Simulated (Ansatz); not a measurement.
Cost and result for the atomization energy of `NC(=O)[SiH2]CCl` (12 atoms, 11 bonds).

Cartesian coordinates in Å:
```
N 1.2331 -1.8783 -0.6241
C 1.0088 -0.7712 0.1191
O 1.9001 -0.1751 0.6989
Si -0.7766 -0.0818 0.2957
C -0.6268 1.7779 0.0988
Cl -2.2208 2.5350 0.3682
H 0.4892 -2.3469 -1.1084
H 2.1723 -2.2388 -0.6993
H -1.6965 -0.6459 -0.7295
H -1.2670 -0.4189 1.6528
H 0.0740 2.1856 0.8268
H -0.2897 2.0587 -0.8990
```

Charge 0, multiplicity 1. The geometry is a stationary point of PBE0-D4/def2-TZVP. It is one conformer, not always the lowest. Program: Ansatz. All runs use 2 threads of an AMD EPYC 7R13 on a shared host and a share of an NVIDIA H100 80 GB. Times are those of one run each, without the atoms' runs, and a repeat can differ threefold. Electronic energies, without spin–orbit coupling; frozen cores. CCSD(T)/CBS adds CCSD(T) − MP2 in def2-TZVPP to the MP2 limit, and its time is that of the two runs behind it. T1 = 0.014. B3LYP takes the VWN-RPA correlation (the form of Gaussian; ORCA's B3LYP/G).

CCSD(T)/CBS is a level of theory with its own doubt, some kJ/mol a heavy atom from the limit and from the frozen cores, so smaller differences don't rank the functionals.

```
                             level  functions  wall time  atomization (kJ/mol)  difference from CCSD(T)/CBS  per bond
                PBE0-D4/def2-TZVPP        292      2.4 s                4432.2                         24.4       2.2
   PBE-D4/def2-TZVPP (with forces)        292      3.6 s                4545.7                        137.9      12.5
                 B2PLYP/def2-TZVPP        292      3.8 s                4362.6                        -45.2      -4.1
r2SCAN-D4/def2-TZVPP (with forces)        292      3.8 s                4428.0                         20.2       1.8
                    MP2/def2-QZVPP        548      3.8 s                4445.2                         37.4       3.4
 B3LYP-D4/def2-TZVPP (with forces)        292      3.8 s                4417.7                          9.9       0.9
  ωB97M-V/def2-TZVPP (with forces)        292      3.8 s                4435.8                         28.0       2.6
                ωB97X-V/def2-TZVPP        292      4.2 s                4438.7                         30.9       2.8
                CCSD(T)/def2-TZVPP        292      5.5 s                4272.0                       -135.8     -12.3
                 CCSD(T)/CBS(def2)          –      9.3 s                4407.8                          0.0       0.0
```

The D4 term adds +44.2 kJ/mol with B3LYP and +23.3 kJ/mol with PBE0; it sums over pairs of atoms, weighted by their polarisabilities, and B3LYP, whose exchange is more repulsive, gets the larger term. In def2-TZVPP, CCSD(T) changes the Hartree–Fock value by +1207.0 kJ/mol (the triples alone add +83.0 kJ/mol) and MP2 by +1299.8 kJ/mol; breaking electron pairs costs correlation energy, which Hartree–Fock lacks. From PBE to PBE0 (25 % exact exchange), in def2-TZVPP and without D4, the atomization energy moves by −109.3 kJ/mol: exact exchange takes away binding that semilocal exchange gives to molecules.
